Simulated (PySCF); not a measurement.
Species: C₆H₃N.
Bonds: C1–C2 (triple), C2–C3, C3–C4 (triple), C4–C5, C5–C6 (triple), C6–N7. Hydrogens: H8 on C1; H9, H10 on N7.

Method used: PySCF 2.14.0, PBE0/6-31G* geometry optimisation, gas phase.

(1) What internal coordinates does the optimisation give?

Results:

(1) 
| bond | length (Å) |
| --- | --- |
| C1≡C2 | 1.215 |
| C2–C3 | 1.358 |
| C3≡C4 | 1.225 |
| C4–C5 | 1.353 |
| C5≡C6 | 1.220 |
| C6–N7 | 1.332 |
| C1–H8 | 1.067 |
| N7–H9, N7–H10 | 1.012 |

Bonds in one row agree within 0.01 Å and their mean is given. A selection of angles:
| angle | degrees |
| --- | --- |
| C2–C1–H8 | 179.9 |
| C1–C2–C3 | 180.0 |
| C2–C3–C4 | 180.0 |
| C3–C4–C5 | 180.0 |
| C4–C5–C6 | 179.6 |
| C5–C6–N7 | 177.3 |
| C6–N7–H9 | 117.0 |
| H9–N7–H10 | 113.6 |

The 7 heavy atoms lie on one line within 0.05 Å. N7 (nitrogen bonded to C and 2 H) is pyramidal (angles 117.0°, 117.0° and 113.6°, sum 347.5°, 0.23 Å off the plane of its three neighbours). The 5 C–C bonds span 1.215 Å (C1≡C2, drawn triple) to 1.358 Å (C2–C3, drawn single), a spread of 0.143 Å.

Point group: Cs (every atom within 0.08 Å of its image). No frequency check.
